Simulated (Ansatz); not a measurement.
`C[NH][GeH2][Cl]` + NH₃ → `[NH2][GeH2][Cl]` + CH₃NH₂ at 500 K and 1 bar (ligand exchange at a Ge–N bond).

Calculated with Ansatz (gas phase, PBE0-D4/def2-TZVP geometries, no zero-point term in ΔE). CCSD(T)/CBS adds triple-zeta CCSD(T) − MP2 to the extrapolated MP2 energy (def2 sets, frozen cores). This one scheme is used for every species. For Ge outer-core shells are correlated without core-valence functions, which leaves a few kJ/mol of doubt a bond. Scalar relativity is left out up to krypton. Each species was taken in one conformer, which may not be the lowest.

```
          species  CCSD(T)/CBS energy (Eh)  H − E (kJ/mol)  S (J/(mol·K))
`C[NH][GeH2][Cl]`              -2632.29815           231.6          401.5
              NH₃                -56.50880           108.2          211.8
`[NH2][GeH2][Cl]`              -2593.05183           148.2          353.4
           CH₃NH₂                -95.75281           191.8          270.3
```

H − E and S are ideal-gas, rigid-rotor, harmonic terms from PBE0-D4/def2-TZVP, for one conformer and one mirror image of each species. 1 Eh = 2625.50 kJ/mol, R = 8.31446 J/(mol·K).

Q: By hand: ΔE, ΔH, ΔS and ΔG.

A: ΔE = (-2593.05183) + (-95.75281) − (-2632.29815) − (-56.50880) = 0.00231 Eh = 6.1 kJ/mol. Δ(H − E) = 148.2 + 191.8 − 231.6 − 108.2 = 0.2, so ΔH = 6.3 kJ/mol. ΔS = 353.4 + 270.3 − 401.5 − 211.8 = 10.4 J/(mol·K). ΔG = 6.3 − 500 × (10.4)/1000 = 1.1 kJ/mol.

Q: By hand: the equilibrium constant, and the temperature at which ΔG would vanish if ΔH and ΔS stayed fixed.

A: log₁₀ K = −ΔG/(RT ln 10) = -0.1. ΔG = 0 at ΔH/ΔS = 606 K, though so small a ΔH makes that figure unsure.

TΔS isn't small against ΔH here. The sign of ΔG lies within the doubt. A doubt of 5 kJ/mol in ΔE shifts log₁₀ K by 0.5 here. Other conformers and mirror images would add mixing entropy, several J/(mol·K) or more a flexible species. These are equilibria of isolated gas molecules and say nothing of rates. Largest T1 diagnostic: 0.010 (customary marks: 0.02 for closed shells, 0.045 for open ones).
